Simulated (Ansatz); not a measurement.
The cluster Pt₂H₃⁻, relaxed as a singlet with RKS r2SCAN-D4/def2-TZVPD in Ansatz, starting from the GFN2-xTB geometry. Force threshold 0.02 eV/Å.

In the def2 sets Pt takes a core potential; there is no spin–orbit coupling. The restricted singlet is unstable towards broken spin symmetry at other levels; at r2SCAN-D4/def2-TZVPD this wasn't settled. Another isomer (singlet) lies 0.73 eV lower at PBE0-D4/def2-TZVPD; other spin states weren't run for this one.

Start:

Cartesian coordinates in Å:
```
Pt -0.2378 -1.2067 -0.0311
Pt 0.2057 1.0989 -0.5115
H -0.0882 -0.2923 -1.4864
H -0.3125 -1.7039 1.4132
H 0.4328 2.1039 0.6158
```

**Question.** Estimate the energy that the relaxation releases and the steps that it takes.

**Answer.** 0.23 eV, in 4 steps; 6 s on 4 threads of Arm Neoverse V1 on a shared host. No frequencies were taken in this run, so the end may be a saddle point.

**Question.** Does the start keep its bonding and symmetry?

**Answer.** By distances, no bond broke or formed. The bond that changes most is Pt2–H3, from 1.72 to 1.86 Å (atoms count from 1). Point group C2v at the start, C2v at the end, both within 0.05 Å.

**Question.** Predict the relaxed structure.

**Answer.** 
```xyz
5

Pt   -0.2408   -1.2077   -0.0188
Pt    0.2099    1.1053   -0.5026
H    -0.0977   -0.3245   -1.6442
H    -0.3107   -1.7114    1.4849
H     0.4393    2.1383    0.6807
```
Bond lengths (bridged metal pairs left out): 4 × H–Pt 1.59 to 1.86 Å.
